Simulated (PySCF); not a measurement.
**Question.** Give a PBE0-D3(BJ)/def2-SVP geometry of `O=C1C=C(F)C[C@H]1F`.

**Answer.** 
Z-matrix in Å and degrees, rows numbered from 1:
```
O 
C   1  1.2028
C   2  1.4700  1  128.70
C   3  1.3426  2  107.81  1   171.32
F   4  1.3131  3  125.72  2  -179.60
C   4  1.4909  3  115.61  2    -0.28
C   6  1.5275  4  102.18  3     9.84
F   7  1.3612  2  111.67  1   -42.59
H   3  1.0888  2  125.12  1    -6.34
H   6  1.1006  4  111.83  3   133.15
H   6  1.1028  4  110.68  3  -106.76
H   7  1.1051  2  107.43  1    76.23
```

The C–F distances run from 1.313 Å (C4–F5, drawn single) to 1.361 Å (C7–F8, drawn single), a spread of 0.048 Å. The 5-membered ring C2–C3–C4–C6–C7 has internal angles of 102.2° to 115.6° (sum 538°, against 540° for a flat polygon); it is slightly puckered (a soft mode that the optimisation may not have finished), 0.07 Å rms from its mean plane, widest ring torsion 15°. The 5 C–C bonds span 1.343 Å (C3=C4, drawn double) to 1.543 Å (C2–C7, drawn single), a spread of 0.200 Å.

Level of theory: PySCF, PBE0-D3(BJ)/def2-SVP geometry optimisation, gas phase.

Point group: C1 (no symmetry element, even within 0.4 Å). Not checked by PBE0-D3(BJ)/def2-SVP frequencies. One conformer, not necessarily the lowest (O1–C2–C3–C4 171°, C3–C4–C6–C7 10°, C4–C6–C7–F8 -137°, O1–C2–C7–C6 -166°).

On an Arm Neoverse N1 with one thread, shared host with 64 logical CPUs at a one-minute load of 59, this took 94 s of wall time and 0.56 GiB of memory at its peak. That covers the optimisation of the geometry.
